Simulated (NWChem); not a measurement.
# SnClF3; SMILES [F][Sn]([F])([F])[Cl]

Computed with NWChem. Each level has its own optimisation; frequencies are unscaled.

For level B3LYP/3-21G (all-electron, non-relativistic):

```yaml
r Cl–Sn (Å): 2.374
highest harmonic frequency (cm⁻¹): 727
lowest (cm⁻¹): 131
```

Estimate the same quantities for level Hartree-Fock/STO-3G (all-electron, non-relativistic).

The r Cl–Sn (Å) comes out as 2.294 and the highest harmonic frequency (cm⁻¹) is 707. The lowest (cm⁻¹) is 146.
